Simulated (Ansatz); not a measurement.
Reaction (hydrogenolysis of a C–S bond): `[SiH3][CH](S)[SbH2]` + H₂ → `[SiH3][CH2][SbH2]` + H₂S

Computed with Ansatz on PBE0-D4/def2-TZVP structures; ΔE is electronic, products minus reactants. CBS: MP2 limit from def2 TZ/QZ plus the TZ coupled-cluster correction, frozen cores. This one scheme is used for every species. Functionals use def2-TZVPP. B3LYP here is the variant with VWN-RPA as its local correlation; programs differ in this. def2 core potentials past Kr. For Sb outer-core shells are correlated without core-valence functions, which leaves a few kJ/mol of doubt a bond. One conformer a species, not always the lowest.

`[SiH3][CH](S)[SbH2]`:

Cartesian coordinates in Å:
```
Si 0.746 1.478 0.361
C -0.396 -0.015 0.412
S -1.726 0.254 -0.773
Sb 0.799 -1.815 0.113
H 1.661 1.416 1.532
H -0.035 2.741 0.413
H 1.548 1.449 -0.890
H -0.800 -0.110 1.425
H -2.108 -1.022 -0.949
H -0.592 -2.798 -0.071
H 0.903 -1.578 -1.574
```

H₂:

Z-matrix (Å, degrees):
```
H
H 1 0.746
```

`[SiH3][CH2][SbH2]`:

```xyz
10

Si    0.501   -0.975   -0.622
C    -0.410    0.652   -0.604
Sb   -0.730    1.476    1.378
H     0.688   -1.484   -2.012
H    -0.262   -1.994    0.147
H     1.843   -0.814   -0.002
H    -1.399    0.554   -1.060
H     0.133    1.413   -1.170
H     0.877    1.185    1.893
H    -1.242   -0.013    2.050
```

H₂S:

Cartesian coordinates in Å:
```
S 0.231 -0.222 0.530
H 0.771 0.388 -0.536
H -1.002 -0.166 0.006
```

| level | ΔE (kJ/mol) | difference from CCSD(T)/CBS |
| --- | --- | --- |
| BLYP-D4 | -74.5 | 4.1 |
| B97M-V | -90.3 | -11.7 |
| B3LYP-D4 | -81.4 | -2.8 |
| BHLYP-D4 | -87.2 | -8.6 |
| PBE-QIDH | -84.2 | -5.6 |
| PBE | -84.1 | -5.5 |
| revPBE | -88.3 | -9.7 |
| r2SCAN | -83.3 | -4.7 |
| PBE0 | -89.6 | -11.0 |
| BHLYP | -102.3 | -23.7 |
| CAM-B3LYP | -97.8 | -19.2 |
| MP2/def2-SVP | -85.9 | -7.3 |
| CCSD/def2-SVP | -98.9 | -20.3 |
| MP2/def2-TZVPP | -73.8 | 4.8 |
| SCS-MP2/def2-QZVPP | -77.6 | 1.0 |
| HF/CBS(def2) | -114.2 | -35.6 |
| CCSD(T)/CBS | -78.6 | 0 |

Largest T1 diagnostic among the species: 0.013.

From r2SCAN to r2SCAN0 (25 % exact exchange), in def2-TZVPP and without D4, ΔE moves by −4.7 kJ/mol. The D4 term adds +15.8 kJ/mol with B3LYP and +8.3 kJ/mol with PBE0; it sums over pairs of atoms, weighted by their polarisabilities, and B3LYP, whose exchange is more repulsive, gets the larger term.
